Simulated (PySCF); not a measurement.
A structure optimised at B3LYP-D3(BJ)/def2-SVP, used in a PySCF frequency run:

```
Si
N 1 1.7267
H 2 1.0137 1 121.43
H 2 1.0145 3 112.07 1 156.64
H 1 1.4933 2 105.29 3 -13.59
C 1 1.9019 5 114.69 2 129.95
C 6 1.3607 1 106.19 5 117.35
H 7 1.0980 6 123.11 1 -178.27
H 6 1.0994 7 122.76 8 0.41
Si 7 1.8833 8 132.56 6 -177.22
F 10 1.6432 7 113.74 8 -68.46
H 10 1.4939 11 104.53 7 -127.80
```
Charge 0, spin multiplicity 1.

Question: Write its SMILES and formula.

Answer: N[Si@@H]1C=C[Si@@H]1F, C2H6FNSi2

Question: What are its rotational constants (standard atomic weights)?

Answer: 3.3305, 1.8203, 1.3890 GHz
